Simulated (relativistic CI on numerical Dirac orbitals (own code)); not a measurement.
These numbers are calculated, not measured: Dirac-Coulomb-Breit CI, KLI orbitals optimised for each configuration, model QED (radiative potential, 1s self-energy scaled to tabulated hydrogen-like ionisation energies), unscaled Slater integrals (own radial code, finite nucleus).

The strongest absorption lines from the ground level of an ion, among the configurations computed and to levels below about 471 eV (vacuum wavelength in Å, gf): 53.796 (0.23), 57.132 (5), 57.393 (3), 57.578 (1.9), 58.295 (0.24), 75.728 (1.9), 76.785 (0.62), 77.016 (1).

Problem. Which ion is it?
A. Hf XXXVIII
B. Tm XXXV
C. Eu XXIX
D. Re XLI

Solution. B. Tm XXXV has 35 electrons and the ground level 4s²4p⁵ ²P°3/2; the strongest line goes to 4s²4p⁴4d ²D5/2. The pattern of lines fixes the number of electrons, and along that sequence the line energies rise steadily with the charge (about as its square where n changes within one kind of shell, about linearly where n is kept but much faster in heavy ions where fine structure, which grows about as Z⁴, sets the gap, and irregularly where shells cross), which fixes Z. Configurations outside the model, such as inner-shell arrays, can give stronger lines. At this charge energies of transitions that change n are usually good to better than 1 %, and those within a shell (Δn = 0) to a few per cent.

LS names give the leading component of a level, which can be under half, so a name can repeat, a term be missing and a line seem to break the LS rules.
